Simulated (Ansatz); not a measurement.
What each rung costs, and what it gives

Saddle point of C₂H₅Br, closed shell (C₂H₅Br (CCBr) → C₂H₄ (C=C) + HBr; bonds formed: Br1–H8; bonds broken: Br1–C2, C5–H8), PBE0-D4/def2-TZVP structure:

```tsv
atom	x (Å)	y (Å)	z (Å)
Br1	-1.2832	-1.9992	0.3051
C2	-0.1323	0.2355	-0.7261
H3	-1.1252	0.6230	-0.9143
H4	0.3021	-0.3833	-1.5007
C5	0.5507	0.5217	0.4460
H6	1.6019	0.2692	0.5231
H7	0.1644	1.2830	1.1135
H8	-0.0786	-0.5499	0.7533
```

Barriers are electronic and count from the start structure reached by relaxing down the imaginary mode.

Ansatz 0.2.0; basis: as named in each row; cores frozen in the correlated methods. Filled d shells of the heavier atoms are correlated. The def2 sets are not built for correlating such inner shells, so the correlated values are less sure here. B3LYP uses VWN-RPA correlation. Extrapolation: Hartree–Fock as exp(−7.88 √X), correlation as X^−2.97.

Times are rough, for one single point on 4 threads of a shared host (Intel Xeon Platinum 8259CL).

The estimate by CCSD(T) at an estimated basis limit (MP2 extrapolated from triple and quadruple zeta, plus CCSD(T) − MP2 in triple zeta) is 60.60 kcal/mol.

```
      method       basis  time (s)  barrier (kcal/mol)  method less estimate
          HF      STO-3G   under 1              135.27                 74.67
      PBE-D4      STO-3G   under 1               93.93                 33.32
       SPW92    def2-SVP   under 1               52.56                 -8.04
      PBE-D4    def2-SVP   under 1               52.73                 -7.87
    B3LYP-D4       6-31G   under 1               55.86                 -4.75
       SPW92  def2-TZVPP   under 1               51.17                 -9.43
     PBE0-D4    def2-SVP         1               58.75                 -1.86
     BLYP-D4  def2-TZVPP         1               49.76                -10.84
      PBE-D4  def2-TZVPP         2               51.55                 -9.05
     PBE0-D4  def2-TZVPP         2               57.35                 -3.25
    B3LYP-D4  def2-TZVPP         2               54.72                 -5.88
    BHLYP-D4  def2-TZVPP         2               60.19                 -0.42
   r2SCAN-D4  def2-TZVPP         2               54.01                 -6.59
CAM-B3LYP-D4  def2-TZVPP         3               58.83                 -1.77
  r2SCAN0-D4  def2-TZVPP         3               58.24                 -2.36
     CCSD(T)    def2-SVP         3               64.61                  4.01
     wB97M-V    def2-SVP         4               61.59                  0.99
      B2PLYP  def2-TZVPP         4               58.08                 -2.52
    PBE-QIDH  def2-TZVPP         4               62.29                  1.68
  RPA on PBE  def2-TZVPP         4               60.91                  0.31
      B97M-V  def2-TZVPP         5               56.72                 -3.88
     wB97X-V  def2-TZVPP         5               62.00                  1.40
     wB97M-V  def2-TZVPP         6               59.57                 -1.03
         MP2  def2-QZVPP        16               63.39                  2.79
     CCSD(T)  def2-TZVPP        34               62.26                  1.66
```

All methods are single points on the PBE0-D4 structures.

T1 diagnostic: at most 0.022.
